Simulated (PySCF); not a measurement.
H6N2Si, SMILES N[SiH2]N.

Geometry optimised at PBE0-D3(BJ)/def2-TZVP. The values are those of a single conformer.

Computed with PySCF with PBE0-D3(BJ)/def2-TZVP.

Frequencies are harmonic and unscaled.

```tsv
mode	ν (cm⁻¹)	IR (km/mol)	moving atoms (share of kinetic energy)
1	206	1.9	H 48 %, N 39 %, Si 13 %
2	252	40.3	H 97 %
3	334	147.2	H 86 %, N 12 %
4	349	146.2	H 77 %, N 22 %
5	422	84.2	H 73 %, N 21 %
6	599	23.6	H 90 %, Si 8 %
7	682	1.4	H 92 %
8	814	59.6	H 81 %, N 11 %
9	821	20.0	N 58 %, H 25 %, Si 17 %
10	890	53.1	N 44 %, H 31 %, Si 25 %
11	901	41.7	H 71 %, N 20 %, Si 9 %
12	981	297.5	H 65 %, Si 25 %, N 10 %
13	987	96.8	H 95 %
14	1574	114.4	H 89 %, N 11 %
15	1577	14.5	H 90 %, N 10 %
16	2175	212.1	H 96 %
17	2191	139.7	H 98 %
18	3613	11.2	H 96 %
19	3614	34.0	H 96 %
20	3712	16.0	H 91 %, N 9 %
21	3713	40.7	H 91 %, N 9 %
```
